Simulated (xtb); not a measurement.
fluoro(fluorosilyl)silane (F2H4Si2), SMILES F[SiH2][SiH2]F. All values are semi-empirical tight-binding results from xtb (GFN2-xTB unless named), good for trends rather than for accurate numbers. Geometry optimised at GFN2-xTB. The values are those of a single conformer.

Optimised geometry:

Bond lengths (Å): Si1–F2 1.614, Si1–Si3 2.299, Si1–H5 1.460, Si1–H6 1.461, Si3–F4 1.614, Si3–H7 1.460, Si3–H8 1.461. Angles (°): F2–Si1–Si3 109.5, F2–Si1–H5 102.7, F2–Si1–H6 102.6, Si3–Si1–H5 117.5, Si3–Si1–H6 113.2, H5–Si1–H6 109.9, Si1–Si3–F4 109.5, Si1–Si3–H7 117.5, Si1–Si3–H8 113.2, F4–Si3–H7 102.7, F4–Si3–H8 102.6, H7–Si3–H8 109.9.

Computed properties:
The point group as xtb finds it is C2. The orbital gap comes out as 4.47 eV, the dipole moment comes out as 2.39 D and the zero-point energy is 23.7 kcal/mol. The G − E(el) at 298.15 K (modified RRHO) is 4.4 kcal/mol and the static polarisability (D4 model) is 61.7 bohr³. The solvation energy, GFN2-xTB/ALPB(water) comes out as 0.0 kcal/mol and the solvation energy, GFN2-xTB/ALPB(octanol) is -1.5 kcal/mol.

**Question.** Give the atomic charges and the Wiberg bond orders between heavy atoms. (Estimate from the structure and the level; the computed values follow.)

**Answer.** charges (e) Si1 0.47, F2 -0.29, Si3 0.47, F4 -0.29, H5 -0.08, H6 -0.10, H7 -0.08, H8 -0.10. Bond orders Si1–F2 1.11, Si1–Si3 0.81, Si3–F4 1.11.
